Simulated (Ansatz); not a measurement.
Species: [Zn(NH2)(N(CH3)2)] (charge 0, multiplicity 1).

Question: Give a relaxed geometry from PBE-D3(BJ)/def2-SVP (Ansatz, an electronic-structure program).

Answer: One answer among several that fit: the end point of this relaxation, one of several conformers.
Cartesian coordinates (Å) in one orientation:
```xyz
13

Zn     0.013    -0.022    -0.055
N     -1.090     1.434    -0.061
H     -0.964     2.053    -0.873
H     -0.999     2.036     0.767
N      0.946    -1.582    -0.130
C      0.309    -2.873    -0.039
C      2.382    -1.643    -0.026
H      0.656    -3.570    -0.846
H      0.511    -3.401     0.932
H     -0.794    -2.790    -0.139
H      2.740    -2.078     0.946
H      2.836    -2.279    -0.832
H      2.839    -0.635    -0.118
```
